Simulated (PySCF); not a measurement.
**Which functional comes closest?**

Molecule: `CC(C)(C)C(=O)O`, C5H10O2.

Geometry (Å), atoms numbered from 1 in this order:
```xyz
17

C    -0.504    1.305   -0.735
C    -0.407   -0.068   -0.078
C    -0.933   -1.155   -1.025
C    -1.200   -0.094    1.235
C     1.055   -0.363    0.228
O     1.986    0.355   -0.028
O     1.220   -1.548    0.836
H    -0.107    2.089   -0.074
H     0.072    1.339   -1.670
H    -1.555    1.538   -0.962
H    -0.375   -1.161   -1.974
H    -1.992   -0.964   -1.257
H    -0.853   -2.153   -0.570
H    -1.133   -1.077    1.722
H    -2.261    0.121    1.031
H    -0.831    0.667    1.939
H     2.173   -1.645    0.983
```

Geometry PBE0-D3(BJ)/def2-SVP throughout; GIAO in PySCF, gas phase, one conformer, non-relativistic; equivalent atoms averaged; basis pcSseg-1.

Reference values (measured; solution, not stated per compound (mostly CDCl3 or CCl4); Pretsch, Buehlmann, Badertscher, Structure Determination of Organic Compounds, 4th ed. (2009)): δ(C2) = 38.7 ppm, δ(C1/C3/C4) = 27.1 ppm, δ(H8/H9/H10/H11/H12/H13/H14/H15/H16) = 1.23 ppm. Computed shifts are taken against TMS, calculated as an isolated molecule at each level.

Q: How do the functionals LDA, BLYP, KT2, B3LYP, PBE0, mPW1PW91, B97-2, BHandHLYP, wB97X-D perform against the reference? Times are CPU seconds on 1 thread of an x86-64 server CPU, shared host; the GGAs took longer than the global hybrids here, which isn't the general rule, and the cause wasn't traced.

A: 
```tsv
functional	kind	C2	C1/C3/C4	H8/H9/H10/H11/H12/H13/H14/H15/H16	mean abs. error C	abs. error H	core-s
LDA	LDA	41.6	30.7	1.24	3.2	0.01	28
BLYP	GGA	41.8	30.7	1.25	3.3	0.02	37
KT2	GGA	40.0	29.5	1.25	1.8	0.02	31
B3LYP	global hybrid	40.0	29.6	1.23	1.9	0.00	22
PBE0	global hybrid	38.2	28.8	1.21	1.1	0.02	17
mPW1PW91	global hybrid	38.3	28.7	1.21	1.0	0.02	15
B97-2	global hybrid	38.1	28.6	1.22	1.1	0.01	23
BHandHLYP	global hybrid	37.3	28.3	1.21	1.3	0.02	21
wB97X-D	range-separated hybrid	38.2	28.9	1.21	1.1	0.02	32
```

For ¹³C the closest is mPW1PW91 (1.0 ppm, with B97-2, PBE0, wB97X-D practically level) and the furthest BLYP (3.3 ppm).

For ¹H the closest is B3LYP (0.00 ppm, with LDA, B97-2, BLYP, KT2, PBE0, mPW1PW91, BHandHLYP, wB97X-D practically level) and the furthest wB97X-D (0.02 ppm). One molecule is a small sample, and vibrational and solvent effects are absent from the calculation.
